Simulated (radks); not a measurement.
Spherical quantum dot in the effective-mass picture: electrons in a hard-walled sphere of radius 3.13, all in effective atomic units (hartree* = m*/eps^2 hartree, bohr* = eps/m* bohr), one dielectric constant everywhere. Method: non-relativistic Kohn-Sham, PBEsol, spin-polarised, spherical densities; computed with a radial shooting solver with Libxc functionals. Levels are named by radial order and angular momentum (1s, 1p, 1d, 2s, ...), and open shells are averaged over m.

N = 21, configuration 1s2 1p6 1d10 1f(up 3, down 0). This is the lowest configuration that the search found. Occupied and some empty levels:

level,occupation,eigenvalue (hartree*),<r> (bohr*)
1s up,1,9.1262,2.049
1s down,1,9.1671,2.038
1p up,3,9.4134,2.150
1p down,3,9.4585,2.144
1d up,5,9.8943,2.231
1d down,5,9.9426,2.228
1f up,3,10.543,2.297
1f down,0,10.594,2.295
2s up,0,10.861,1.417
2s down,0,10.875,1.419
1g up,0,11.345,2.352
1g down,0,11.397,2.350
2p up,0,11.761,1.643
2p down,0,11.781,1.642
2d up,0,12.824,1.787
2d down,0,12.850,1.786

Energy (hartree*): total 116.829, kinetic 35.498, external 0, Hartree 92.207, exchange-correlation -10.875.
